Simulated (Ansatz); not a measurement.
System: C4H6O, charge 0, singlet. C4H6O (cyclobutanone, SMILES O=C1CCC1).
B3LYP-D3(BJ)/def2-TZVP minimum from Ansatz (a program for electronic structure):
```xyz
11

O      1.8447    -0.1819    -0.2668
C      0.6673    -0.0658    -0.0965
C     -0.3671     0.9822    -0.5228
C     -1.4544     0.1434     0.2104
C     -0.3864    -0.9079     0.6317
H     -0.1716     1.9757    -0.1161
H     -0.4763     1.0694    -1.6049
H     -1.9263     0.6578     1.0446
H     -2.2309    -0.2479    -0.4432
H     -0.2021    -1.0025     1.7031
H     -0.5068    -1.9088     0.2142
```
Charge 0, spin multiplicity 1.

Atomisation energy term by term, kcal/mol (programs: Ansatz). UHF or UKS for unpaired electrons; spin-orbit terms are left out. Correlated methods leave the cores frozen. Rows without X2C or -DK are non-relativistic. CBS(X,Y): correlation extrapolated as X^-3, Hartree-Fock from the larger set. A bracket is a step between two methods taken in the basis named. 'core' is core correlation in cc-pwCVTZ, 'X2C' scalar relativity in cc-pVTZ-DK, both at CCSD(T). Where a partner has so few electrons that a lower coupled-cluster level is exact, that level stands in.

```csv
term,basis,kcal/mol
Hartree-Fock,cc-pVQZ,818.32
CCSD correlation,"CBS(cc-pVTZ,cc-pVQZ)",280.86
(T),"CBS(cc-pVTZ,cc-pVQZ)",20.47
CCSDT(Q) - CCSD(T),cc-pVDZ,0.85
core correlation,cc-pwCVTZ,4.73
scalar relativity,"X2C, cc-pVTZ-DK",-0.89
sum: De,,1124.3
```
